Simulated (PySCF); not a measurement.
# Dipole moment and polarisability of SnHI3

Species: SnHI3.
Geometry (PBE0-D3(BJ)/def2-SVP, Å), atoms numbered from 1 in this order:
```
atom  x, y, z in Å
Sn1    0.0107   -0.0238    0.1956
H2    -0.0068   -0.0457    1.9039
I3     2.5412   -0.0507   -0.6951
I4    -1.2035    2.1878   -0.7071
I5    -1.2667   -2.1782   -0.7594
```

Level: wB97X-D/def2-SVPD (PySCF), static field, nuclei fixed, core orbitals frozen in the response. The polarisability tensor in these axes (au):

```
x   170.60  -0.01   0.49
y    -0.01 170.71   0.60
z     0.49   0.60 119.87
```

Task: Diagonalise the tensor; give its mean and Δα, where Δα² is half the sum of the squared differences of the eigenvalues.

Result: Principal values 119.85, 170.61 and 170.71 au; mean 153.72 au = 22.78 Å³ = 25.35 × 10⁻⁴⁰ C²·m²/J; Δα = 50.81 au (33 % of the mean).

Task: What is the dipole moment, and where does it point?

Result: (-0.03, 0.00, 1.02) D, 1.02 D in size, pointing from the negative to the positive side. Measured along this direction, the outermost atoms are I3, I5 and I4 at the negative end and H2 at the positive end.

Task: Find the Langevin capture rate constant for NO+ (29.998 u) meeting this molecule (501.623 u), k = 2.342 × 10⁻⁹ cm³/s × √(α in Å³ / reduced mass in u).

Result: The reduced mass is 28.31 u, so k = 2.10 × 10⁻⁹ cm³/s. The formula leaves out the permanent dipole, which adds to the capture rate.

Task: Estimate the molar refractivity from the static electronic polarisability.

Result: Lorentz–Lorenz: R = (4π/3)N_A α = 2.5225 cm³/(mol·Å³) × 22.78 Å³ = 57.5 cm³/mol, in the limit of long wavelengths.

Task: What depolarisation ratio follows for Rayleigh scattering of linearly polarised light, taking the static tensor?

Result: ρ = 3Δα²/(45ᾱ² + 4Δα²) = 7743.8/(1063406 + 10325.0) = 0.00721.

Task: Form Σ f/ω² (atomic units) for the 10 lowest TDDFT singlets, given as eV and f, and set it beside the mean polarisability, which is this sum over all singlets: 3.83, 0.0000; 4.06, 0.0291; 4.06, 0.0297; 4.20, 0.0164; 4.31, 0.0228; 4.31, 0.0237; 5.85, 0.0119; 5.85, 0.0134; 6.02, 0.0054; 6.08, 0.0001.

Result: They add up to 5.85 au, 3.8 % of the 153.72 au; the largest single term is 1.33 au, from the state at 4.06 eV. Terms in order: 0.00, 1.31, 1.33, 0.69, 0.91, 0.95, 0.26, 0.29, 0.11, 0.00 au. Higher excitations give the rest. The strengths listed sum to 0.153.

Geometry: PBE0-D3(BJ)/def2-SVP; no solvent, vibrations or thermal averaging. Atoms past krypton carry effective core potentials; spin–orbit coupling is left out.
